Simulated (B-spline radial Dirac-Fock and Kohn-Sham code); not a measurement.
EELS cross sections of the Ir M2 edge

System: neutral iridium in the configuration [Xe] 4f14 5d7 6s2. Calculated with an atomic code on a B-spline grid, using the first Born approximation with generalised oscillator strengths from a Dirac-Hartree-Slater potential (longitudinal and transverse terms; continuum final states only, so no white lines or fine structure). The edge is taken at 2909.0 eV (tabulated value).

Partial cross sections σ(β, Δ) in barn, integrated over a window Δ above the edge and up to the collection semi-angle β, for parallel illumination:

| E₀ (kV) | β (mrad) | Δ = 25 eV | Δ = 50 eV | Δ = 100 eV | Δ = 200 eV | Δ = 300 eV |
| --- | --- | --- | --- | --- | --- | --- |
| 60 | 5 | 0.121 | 0.260 | 0.528 | 1.01 | 1.43 |
| 60 | 10 | 0.460 | 0.992 | 2.02 | 3.87 | 5.50 |
| 60 | 20 | 1.55 | 3.37 | 6.89 | 13.3 | 19.0 |
| 60 | 50 | 5.08 | 11.3 | 23.7 | 46.8 | 67.3 |
| 80 | 5 | 0.165 | 0.354 | 0.715 | 1.37 | 1.94 |
| 80 | 10 | 0.610 | 1.31 | 2.65 | 5.10 | 7.24 |
| 100 | 5 | 0.210 | 0.448 | 0.904 | 1.73 | 2.45 |
| 120 | 10 | ? | ? | ? | ? | ? |
| 200 | 20 | 2.80 | 6.08 | 12.5 | 24.4 | 35.1 |
| 200 | 50 | 4.92 | 11.2 | 24.0 | 48.0 | 69.8 |
| 200 | 100 | 6.05 | 14.4 | 31.9 | 65.4 | 96.1 |
| 300 | 10 | 1.76 | 3.76 | 7.64 | 14.8 | 21.3 |
| 300 | 20 | 3.10 | 6.76 | 14.0 | 27.4 | 39.6 |
| 300 | 100 | 5.44 | 12.9 | 28.7 | 58.8 | 86.6 |

Question: Give the row for 120 kV and 10 mrad.

Answer: 0.883 b for 25 eV, 1.89 b for 50 eV, 3.82 b for 100 eV, 7.34 b for 200 eV, 10.4 b for 300 eV.
